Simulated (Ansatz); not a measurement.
A structure relaxed at r2SCAN-D4/def2-SVP in Ansatz, charge 0, singlet:

```xyz
48

Cd   -3.094    3.314   -2.746
Cd   -3.645    2.285    3.826
Cd   -1.019   -3.251    2.286
Cd    0.458    0.322   -4.530
Cd   -0.272   -5.198   -0.106
Cd   -0.733   -0.064   -0.400
Cd    1.360    3.293    1.040
Cd    1.965    0.286    2.686
Cd    3.276   -1.211   -0.852
Cd    3.689   -3.366    1.411
S    -2.433    1.395    1.018
S    -1.363    0.883   -2.770
S    -0.527    4.299   -1.327
S    -1.459   -2.491   -0.384
S    -0.775    0.783    3.899
S     1.510   -2.271    2.654
S     0.717   -2.399   -3.802
S     2.374    1.718   -3.162
S     1.843   -3.664   -0.559
S     1.566    0.604    0.174
H    -2.894    3.889   -4.308
H    -3.642    2.929   -1.167
H    -2.914    3.787    3.607
H    -4.517    0.892    4.168
H    -0.446   -4.910    1.710
H    -2.088   -2.522    3.378
H     0.539    0.351   -6.216
H    -0.749   -6.301   -1.283
H    -0.228    3.021    1.714
H     2.817    4.035    0.654
H     2.803    1.242    3.799
H     3.449   -0.920   -2.519
H     4.547   -4.591    2.184
H     4.169   -1.673    0.675
H    -2.943    2.154   -0.046
H    -1.350    2.284    1.324
H    -2.295   -0.030   -3.131
H    -1.138    5.025   -0.364
H    -0.041    5.398   -1.949
H    -2.800   -2.338   -0.274
H    -1.048   -0.387    4.524
H    -0.196    1.346    4.985
H     1.691   -2.624    3.948
H     0.000   -2.518   -2.652
H    -0.339   -2.746   -4.577
H     1.667    2.875   -3.134
H     2.058    1.410   -1.848
H     2.448   -4.344   -1.558
```

(1) Give its formula.

(2) Summarise the bond lengths by kind (pairs closer than 1.2 times the sum of covalent radii, bridged metal pairs left out).

## Answers

(1) Cd10H28S10.

(2) 19 × Cd–S 2.46 to 2.98 Å; 16 × Cd–H 1.68 to 1.91 Å; 14 × H–S 1.35 to 1.43 Å.

In the def2 sets Cd takes a core potential; there is no spin–orbit coupling. Single mean-field runs in def2-SVP are fitted with def2-universal-jkfit.
